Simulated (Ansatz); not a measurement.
`C[S][Sn][Br]` + H₂O → `[OH][Sn][Br]` + CH₃SH at 298.15 K and 1 bar (formal hydrolysis of the Sn–S bond).

Isolated molecules relaxed with PBE0-D4/def2-TZVP in Ansatz; ΔE leaves out vibrations. CCSD(T)/CBS is the MP2 limit (def2-TZVPP, def2-QZVPP) plus CCSD(T) − MP2 in def2-TZVPP, frozen cores. This one scheme is used for every species. Elements past krypton have def2 core potentials. For Br, Sn outer-core shells are correlated without core-valence functions, which leaves a few kJ/mol of doubt a bond. Scalar relativity is left out up to krypton. One conformer a species, not always the lowest.

```json
{"species": "`C[S][Sn][Br]`", "CCSD(T)/CBS energy (Eh)": "-3225.07327", "H − E (kJ/mol)": "124.1", "S (J/(mol·K))": "373.2"}
{"species": "H₂O", "CCSD(T)/CBS energy (Eh)": "-76.37941", "H − E (kJ/mol)": "66.4", "S (J/(mol·K))": "188.7"}
{"species": "`[OH][Sn][Br]`", "CCSD(T)/CBS energy (Eh)": "-2863.20849", "H − E (kJ/mol)": "50.2", "S (J/(mol·K))": "316.3"}
{"species": "CH₃SH", "CCSD(T)/CBS energy (Eh)": "-438.22835", "H − E (kJ/mol)": "133.0", "S (J/(mol·K))": "253.2"}
```

H − E and S are ideal-gas, rigid-rotor, harmonic terms from PBE0-D4/def2-TZVP, for one conformer and one mirror image of each species. 1 Eh = 2625.50 kJ/mol, R = 8.31446 J/(mol·K).

By hand: ΔE, ΔH, ΔS and ΔG.

ΔE = (-2863.20849) + (-438.22835) − (-3225.07327) − (-76.37941) = 0.01584 Eh = 41.6 kJ/mol. Δ(H − E) = 50.2 + 133.0 − 124.1 − 66.4 = -7.3, so ΔH = 34.3 kJ/mol. ΔS = 316.3 + 253.2 − 373.2 − 188.7 = 7.6 J/(mol·K). ΔG = 34.3 − 298.15 × (7.6)/1000 = 32.0 kJ/mol.

By hand: the equilibrium constant, and the temperature at which ΔG would vanish if ΔH and ΔS stayed fixed.

log₁₀ K = −ΔG/(RT ln 10) = -5.6. ΔG = 0 at ΔH/ΔS = 4513 K, far beyond where these terms or the molecules hold.

The number of gas molecules stays the same, so ΔS is small and ΔH decides. A doubt of 5 kJ/mol in ΔE shifts log₁₀ K by 0.9 here. Other conformers and mirror images would add mixing entropy, several J/(mol·K) or more a flexible species. Modes under 60 cm⁻¹, often nearly free rotors, make the harmonic entropy too high. These are equilibria of isolated gas molecules and say nothing of rates. Largest T1 diagnostic: 0.015 (customary marks: 0.02 for closed shells, 0.045 for open ones).
